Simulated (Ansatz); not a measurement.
Cost and result for the atomization energy of C8H18O2Sn (`CC(C)(C)[O][Sn][O]C(C)(C)C`) (29 atoms, 28 bonds).

```xyz
29

C     2.054    0.224   -2.020
C     2.209    0.083   -0.510
C     2.585    1.425    0.106
C     3.283   -0.952   -0.195
O     0.950   -0.291    0.008
Sn    0.413   -1.795    1.197
O    -1.497   -1.349    1.275
C    -2.337   -0.346    0.724
C    -3.742   -0.643    1.230
C    -2.298   -0.418   -0.797
C    -1.884    1.027    1.204
H     1.271    0.950   -2.247
H     1.769   -0.734   -2.461
H     2.985    0.557   -2.486
H     3.531    1.797   -0.297
H     2.686    1.330    1.190
H     1.806    2.161   -0.100
H     4.246   -0.658   -0.618
H     3.416   -1.064    0.886
H     3.018   -1.928   -0.614
H    -4.459    0.089    0.849
H    -4.055   -1.638    0.907
H    -3.763   -0.616    2.321
H    -1.290   -0.209   -1.159
H    -2.984    0.309   -1.239
H    -2.596   -1.416   -1.131
H    -0.875    1.238    0.845
H    -2.554    1.809    0.837
H    -1.886    1.060    2.296
```

Total charge 0; spin multiplicity 1. Correlated methods include outer-core shells of Sn, which these sets cover unevenly. Sn takes the def2 core potential. All single points use the PBE0-D4/def2-TZVP geometry. It is one conformer, not always the lowest. Program: Ansatz. All runs use 11 threads of an AMD EPYC 7R13 on a shared host and a whole NVIDIA H100 80 GB. Times are those of one run each, without the atoms' runs, and a repeat can differ threefold. Electronic energies, without spin–orbit coupling; frozen cores. CCSD(T)/CBS adds CCSD(T) − MP2 in def2-TZVPP to the MP2 limit, and its time is that of the two runs behind it. T1 = 0.015. With those shells the extrapolation isn't a true limit. B3LYP takes the VWN-RPA correlation (the form of Gaussian; ORCA's B3LYP/G).

CCSD(T)/CBS is a level of theory with its own doubt, some kJ/mol a heavy atom from the limit and from the frozen cores, so smaller differences don't rank the functionals.

```json
{"level": "BLYP-D4/def2-TZVPP", "functions": "612", "wall time": "6 s"}
{"level": "PBE-D4/def2-TZVPP (with forces)", "functions": "612", "wall time": "6.5 s"}
{"level": "revPBE-D4/def2-TZVPP", "functions": "612", "wall time": "6.5 s"}
{"level": "r2SCAN-D4/def2-TZVPP (with forces)", "functions": "612", "wall time": "6.5 s"}
{"level": "B97M-V/def2-TZVPP", "functions": "612", "wall time": "7.5 s"}
{"level": "B3LYP-D4/def2-TZVPP (with forces)", "functions": "612", "wall time": "7.5 s"}
{"level": "CAM-B3LYP-D4/def2-TZVPP", "functions": "612", "wall time": "8 s"}
{"level": "ωB97X-V/def2-TZVPP", "functions": "612", "wall time": "8.5 s"}
{"level": "PBE0-D4/def2-TZVPP", "functions": "612", "wall time": "10 s"}
{"level": "CCSD(T)/def2-SVP", "functions": "256", "wall time": "10 s"}
{"level": "MP2/def2-QZVPP", "functions": "1192", "wall time": "12 s"}
{"level": "CCSD(T)/def2-TZVPP", "functions": "612", "wall time": "100 s"}
{"level": "CCSD(T)/CBS(def2)", "functions": "–", "wall time": "110 s"}
```

Q: What atomization energy does each give, and how far from CCSD(T)/CBS? (Estimate.)

A: Ansatz gave: 
```tsv
level	atomization (kJ/mol)	difference from CCSD(T)/CBS	per bond
BLYP-D4/def2-TZVPP	11505.8	-45.3	-1.6
PBE-D4/def2-TZVPP (with forces)	11761.4	210.3	7.5
revPBE-D4/def2-TZVPP	11501.5	-49.6	-1.8
r2SCAN-D4/def2-TZVPP (with forces)	11555.7	4.6	0.2
B97M-V/def2-TZVPP	11557.4	6.3	0.2
B3LYP-D4/def2-TZVPP (with forces)	11528.8	-22.3	-0.8
CAM-B3LYP-D4/def2-TZVPP	11581.4	30.3	1.1
ωB97X-V/def2-TZVPP	11545.5	-5.6	-0.2
PBE0-D4/def2-TZVPP	11574.2	23.1	0.8
CCSD(T)/def2-SVP	11044.3	-506.8	-18.1
MP2/def2-QZVPP	11593.5	42.4	1.5
CCSD(T)/def2-TZVPP	11275.0	-276.1	-9.9
CCSD(T)/CBS(def2)	11551.1	0.0	0.0
```

From BLYP to BHLYP (50 % exact exchange), in def2-TZVPP and without D4, the atomization energy moves by −207.0 kJ/mol: exact exchange takes away binding that semilocal exchange gives to molecules. In def2-TZVPP, CCSD(T) changes the Hartree–Fock value by +2798.6 kJ/mol (the triples alone add +167.4 kJ/mol) and MP2 by +2954.1 kJ/mol; breaking electron pairs costs correlation energy, which Hartree–Fock lacks. At CCSD(T), def2-SVP lies −506.8 kJ/mol from the extrapolated value and def2-TZVPP −276.0 kJ/mol: correlation converges slowly with the basis, and small sets miss more of it in the bonded molecule than in its fragments.

Spin–orbit coupling would lower the free Sn atoms strongly, and the atomization energy with them, by more than many differences here. For some Ge, Se and Sn compounds the MP2-based and the directly extrapolated limit differ by 10 to 25 kJ/mol.
